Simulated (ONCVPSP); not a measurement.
# Pseudopotential generation for Al: ONCV, PBE, non-relativistic.

| Item | Value |
| --- | --- |
| Element | Al (Z = 13) |
| Generator | ONCVPSP 4.0.1 |
| Type | optimised norm-conserving Vanderbilt (ONCV) |
| Functional | PBE |
| Relativity | non-relativistic |
| Frozen core | [Ne] |
| Valence charge | 3 |
| Reference configuration | 3s1 3p2 |
| Partial waves | 3s: rc 1.75 bohr, ncon 5, nbas 8, qcut 3.8 1/bohr, 2 projectors, debl 1.7 Ha; 3p: rc 2.30 bohr, ncon 5, nbas 7, qcut 4.3 1/bohr, 1 projector |
| Local potential | polynomial inside 1.10 bohr (lpopt 5, dvloc0 6 Ha) |
| Core correction | Teter function, fcfact 2.25, rcfact 1.2 |

Results:

```json
{
 "Cutoffs needed": "5.7 Ha and 42 Ha (the cutoffs (Ha) at which the residual kinetic energy of the hardest occupied pseudo-wave falls to 1 and 0.1 mHa per electron) The cutoffs count occupied waves only; projector 2 of the s channel, the hardest unoccupied one, needs 59 Ha at the loose tolerance.",
 "Ghost test": "no bound ghost flagged; GHOST(+) flagged for s at 114.7 eV, s at 492.3 eV",
 "Largest excitation error": "-2.9 meV (all-electron minus pseudo) for 3s1 3p0, out of 4 test configurations",
 "rms error of d²Exc/dni dnj": "3.04 mHa without and 1.71 mHa with the model core"
}
```

Generation and tests took about 1.8 s on one core of a shared server CPU.
